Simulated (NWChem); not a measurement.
CH₂BNO; SMILES N(=C=O)B

```xyz
6

B      0.0000     0.0000    -1.9437
H      0.0000     1.0549    -2.5322
H      0.0000    -1.0549    -2.5322
N      0.0000     0.0000    -0.5388
C      0.0000     0.0000     0.6590
O      0.0000     0.0000     1.8250
```
Atoms are numbered in this order, from 1.

Computed with NWChem. Medium grid unless said otherwise, to which SCAN and Minnesota functionals are sensitive. Coordinates come from a PBE0/def2-SVP optimisation. Hybrids' shares of exact exchange are those that their runs print; pure functionals count as 0. The functionals differ in more than this share.

| row | share of exact exchange | highest occupied level (eV) |
|---|---|---|
| PBE/def2-TZVP | 0.00 | -6.97 |
| TPSS/def2-TZVP | 0.00 | -7.08 |
| B3LYP/def2-TZVP | 0.20 | -8.11 |
| M06/def2-TZVP | 0.27 | -8.37 |
| MPW1K/def2-TZVP | 0.43 | withheld |
| M06-2X/def2-TZVP | 0.54 | -9.62 |
| Hartree-Fock/def2-TZVP | 1.00 | -11.58 |

Q: Fit a straight line of the last column on the one before it, predict the withheld value, and compare with the run.

A: 
1. Means of the 6 shown rows: x = 0.335, y = -8.622. Slope Σ(x − x̄)(y − ȳ)/Σ(x − x̄)² = -3.327/0.7312 = -4.551; intercept -7.097.
2. The shown rows scatter about the line by 0.079 (root mean square); the largest residual is +0.13, at PBE/def2-TZVP.
3. At x = 0.43 (MPW1K/def2-TZVP; inside the shown range) the line gives -9.05.
4. The run gives -9.33, -0.28 from the line, 3.5 times the scatter.
